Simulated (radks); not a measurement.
The numbers below are computed, except where a source is named.
Problem. Radial electron density D(r) = 4 pi r^2 rho(r) of an atom or ion with 25 electrons. Level of theory: non-relativistic Kohn-Sham, TPSS, spin-polarised, spherical densities, point nucleus; meta-GGA in the generalised Kohn-Sham scheme (a radial shooting solver on a logarithmic mesh with Libxc functionals).

```
   r/bohr * D(r) (the largest magnitude, 34.8, reaches the edge; | marks zero)
 0.008434 |          *
 0.009585 |            *
  0.01098 |               *
  0.01258 |                   *
   0.0143 |                      *
  0.01638 |                          *
  0.01877 |                               *
   0.0215 |                                   *
  0.02444 |                                       *
    0.028 |                                           *
  0.03208 |                                              *
  0.03646 |                                                *
  0.04177 |                                                *
  0.04786 |                                                *
  0.05439 |                                              *
  0.06232 |                                           *
   0.0714 |                                        *
   0.0818 |                                      *
  0.09297 |                                     *
   0.1065 |                                       *
    0.122 |                                           *
   0.1387 |                                               *
   0.1589 |                                                    *
    0.182 |                                                      *
   0.2069 |                                                     *
    0.237 |                                                *
   0.2716 |                                         *
   0.3111 |                                *
   0.3536 |                         *
   0.4051 |                    *
   0.4642 |                    *
   0.5276 |                     *
   0.6044 |                        *
   0.6925 |                         *
    0.787 |                        *
   0.9017 |                    *
    1.033 |               *
    1.184 |          *
    1.345 |       *
    1.541 |    *
    1.766 |  *
    2.007 |  *
    2.299 | *
    2.634 | *
    2.994 |*
     3.43 |*
    3.929 *
    4.502 *
    5.117 *
    5.862 *
    6.716 *
    7.633 *
    8.745 *
```

What is the nuclear charge?

Solution. Z = 26. The innermost maximum, from 1s, lies near 1/Z = 0.0385 bohr (found: 0.0414), and its height grows with Z. The density is that of the iron ion Fe+ in [Ar] 3d5 4s2; the configuration itself is not fixed sharply by these data, and Z only to about a unit. D(r) has 3 maxima, at r = 0.0414, 0.188, 0.687 bohr, and minima at 0.0900, 0.442 bohr, inside which lie 2.12, 10.64 electrons.
